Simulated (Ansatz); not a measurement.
Stepwise reaction of `F[SiH](F)N[SiH3]` with water, as a gas-phase model of exchange steps in deposition or etching. ΔE in kJ/mol.

Calculated with Ansatz (gas phase, PBE0-D4/def2-TZVP geometries, no zero-point term in ΔE). CCSD(T)/CBS adds triple-zeta CCSD(T) − MP2 to the extrapolated MP2 energy (def2 sets, frozen cores). This one scheme is used for every species. DFT in def2-TZVPP. B3LYP here is the variant with VWN-RPA as its local correlation; programs differ in this. One conformer a species, not always the lowest.

```json
{"step": "1", "reaction": "`F[SiH](F)N[SiH3]` + H₂O → `O[SiH](F)N[SiH3]` + H–F", "PBE-D4": "40.2", "B3LYP-D4": "42.1", "ωB97M-V": "42.0", "CCSD(T)/CBS": "42.0"}
{"step": "2", "reaction": "`O[SiH](F)N[SiH3]` + H₂O → `O[SiH](O)N[SiH3]` + H–F", "PBE-D4": "40.5", "B3LYP-D4": "43.0", "ωB97M-V": "42.5", "CCSD(T)/CBS": "42.1"}
```

Q: By hand: ΔE of the 2 steps together at CCSD(T)/CBS.

A: (42.0) + (42.1) = 84.1 kJ/mol, or 42.0 kJ/mol a step.

In ΔE the steps differ by no more than 0.1 kJ/mol. All are uphill at CCSD(T)/CBS. PBE-D4 differs from CCSD(T)/CBS by -1.8 to -1.6 kJ/mol a step. Only this route is followed, and other bonds may react first. Isolated molecules leave out the surface, adducts and barriers. Largest T1 diagnostic: 0.011.
